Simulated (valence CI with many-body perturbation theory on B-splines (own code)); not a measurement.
Results of a calculation; reference values are marked as such.
**Ru XXX in three bases**

Method: valence CI with perturbative core correlation (CI+MBPT): five valence electrons over a frozen Dirac-Fock core [Ne], radial functions for each j: 9 s, 9 p, 8 d, 6 f, 3 g, 1 h, with the one-electron correlation potential Σ1, the two-electron term Σ2, the three-electron term Σ3, Breit, model QED; selected CI, second order for the rest, scaled by the run's own slope (own B-spline code, finite nucleus).

The last digits are not significant, and no measured levels were compared; by estimate large intervals hold to a few tenths of a per cent, small ones and those within an open d or f shell to about a per cent. Among the levels kept, up to 1700 cm⁻¹ of a level comes from second order outside the variational space, and about a tenth of that is noise between levels of different J, which matters for small intervals.

The reference run has the lowest level (3s^2 3p1/2^2 3p3/2) J=3/2 and an ionisation energy of 1645.97 eV. Its largest variational space holds 19997 state functions.

Levels are named by their leading jj configuration (3d3/2^4 stands for four electrons in 3d with j = 3/2), which in mixed levels can hold well under half, so a name can repeat and another be missing. Letters in brackets count levels of one name in rising energy.

Changed runs:
A. basis 6 s, 6 p, 5 d, 3 f, 1 g
B. basis 5 s, 5 p, 4 d, 2 f

Excitation energies of the reference run in cm⁻¹, and shifts in cm⁻¹:

```tsv
Level	Reference	A	B
(3s^2 3p1/2 3p3/2^2) J=3/2	199137	-37	-91
(3s^2 3p1/2 3p3/2^2) J=5/2	247245	+75	+306
(3s^2 3p1/2 3p3/2^2) J=1/2	308490	+125	+447
(3s^2 3p3/2^3) J=3/2	508878	+60	+252
(3s 3p1/2^2 3p3/2^2) J=5/2	806607	-109	-347
(3s^2 3p1/2^2 3d3/2) J=3/2 [a]	886774	+64	+33
(3s 3p1/2^2 3p3/2^2) J=1/2	930653	-30	-74
(3s^2 3p1/2^2 3d3/2) J=3/2 [b]	972265	+148	+348
(3s^2 3p1/2^2 3d5/2) J=5/2	1029950	+316	+752
(3s 3p1/2 3p3/2^3) J=3/2	1056990	+23	-5.8
(3s 3p1/2 3p3/2^3) J=5/2	1096460	+59	+72
(3s^2 3p1/2 3p3/2 3d3/2) J=3/2 [a]	1111110	+137	+178
Ionisation energy (eV)	1645.97	-0.038	-0.13
```
